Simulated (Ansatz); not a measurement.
Basis-set extrapolation for C$_{2}$H$_{8}$OSSi (`CO[SiH2]SC`) (PBE0-D4/def2-TZVP geometry, frozen core, Ansatz 0.2.0). Multiplicity 1, RHF reference.

```csv
,def2-TZVPP,def2-QZVPP
HF,-841.870294,-841.898472
MP2 correlation,-0.889713,-0.957083
CCSD(T) correlation,-0.984115,not run
```

Energies in hartree. Use E(X) = E(∞) + A·exp(−7.88·√X) for Hartree–Fock and E(X) = E(∞) + B·X^(−2.97) for correlation, with X = 3 and 4, and add CCSD(T) minus MP2 of the smaller set to the MP2 limit.

Question: What is the CCSD(T) energy at the basis-set limit?

Answer: HF limit: -841.898472 + (-0.028178) × 0.13774 = -841.90235. MP2 limit: -0.957083 + (-0.067370) × 0.74074 = -1.00699. Higher-order term: -0.984115 − (-0.889713) = -0.09440. Total: -843.00374 hartree, 4.06 eV below CCSD(T)/def2-TZVPP.
